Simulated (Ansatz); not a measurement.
The cluster H2Au2. Total charge 0; singlet. Geometry r2SCAN-D4/def2-TZVP.

```xyz
4

Au   -0.005   -0.686   -0.112
Au    1.035    1.695    0.613
H    -0.355    1.044    0.051
H    -0.675   -2.054   -0.552
```

In the def2 sets Au takes a core potential; there is no spin–orbit coupling. The structure comes from a short search, and lower isomers may exist.

**Question.** Estimate the orbital energies around the gap (eV) in Ansatz with r2SCAN-D4/def2-TZVP, r2SCAN-D4/def2-TZVPD, r2SCANh-D4/def2-TZVP, PBE0-D4/def2-TZVP, ωB97X-V/def2-TZVP.

**Answer.** 
```csv
orbital,r2SCAN-D4/def2-TZVP,r2SCAN-D4/def2-TZVPD,r2SCANh-D4/def2-TZVP,PBE0-D4/def2-TZVP,ωB97X-V/def2-TZVP
HOMO−5,-8.06,-8.04,-8.59,-9.19,-11.48
HOMO−4,-7.73,-7.70,-8.29,-8.93,-11.20
HOMO−3,-7.69,-7.66,-8.21,-8.82,-11.08
HOMO−2,-7.57,-7.54,-8.13,-8.76,-11.04
HOMO−1,-7.52,-7.50,-7.99,-8.46,-10.63
HOMO,-6.47,-6.45,-6.79,-7.10,-9.06
LUMO,-3.76,-3.79,-3.49,-3.21,-1.41
LUMO+1,-1.78,-1.92,-1.54,-1.35,0.28
LUMO+2,-1.01,-1.23,-0.84,-0.78,0.67
LUMO+3,0.73,0.60,0.91,0.88,2.41
LUMO+4,0.90,0.82,1.08,1.05,2.59
LUMO+5,1.47,1.44,1.68,1.61,3.00
```
